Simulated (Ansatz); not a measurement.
One change: `[OH][GeH]([OH])[GeH3]` becomes `[OH][GeH2][GeH3]`.

Ansatz, PBE0-D4/def2-TZVP geometries, multiplicity 1. Each molecule was computed in one conformer, which needn't be the lowest.

Scalar relativity is left out up to krypton.

| property | `[OH][GeH]([OH])[GeH3]` |
| --- | --- |
| HOMO energy (ωB97M-V/def2-TZVPP) / eV | -10.06 |
| HOMO–LUMO gap (PBE/def2-TZVPP) / eV | 5.78 |
| size of the dipole moment (PBE/def2-TZVPP) / D | 1.87 |
| LUMO energy (B3LYP/def2-TZVPP) / eV | -0.23 |
| HOMO–LUMO gap (ωB97M-V/def2-TZVPP) / eV | 11.79 |
| HOMO–LUMO gap (B3LYP/def2-TZVPP) / eV | 7.49 |

(1) What does the change do to each property? (An estimate is asked.)

Answers

(1) The calculation gave: 
| property | `[OH][GeH2][GeH3]` | shift |
| --- | --- | --- |
| HOMO energy (ωB97M-V/def2-TZVPP) / eV | -9.83 | 0.23 |
| HOMO–LUMO gap (PBE/def2-TZVPP) / eV | 5.35 | -0.43 |
| size of the dipole moment (PBE/def2-TZVPP) / D | 1.25 | -0.62 |
| LUMO energy (B3LYP/def2-TZVPP) / eV | -0.51 | -0.28 |
| HOMO–LUMO gap (ωB97M-V/def2-TZVPP) / eV | 11.32 | -0.47 |
| HOMO–LUMO gap (B3LYP/def2-TZVPP) / eV | 7.02 | -0.47 |

With PBE0 the HOMO rises by 0.19 eV and the LUMO falls by 0.29 eV, so the gap narrows by about 0.48 eV. PBE moves the HOMO by 0.13 eV and ωB97M-V by 0.23 eV. Dipoles are sizes alone; their direction can turn.

B3LYP here is the variant with VWN-RPA as its local correlation; programs differ in this.
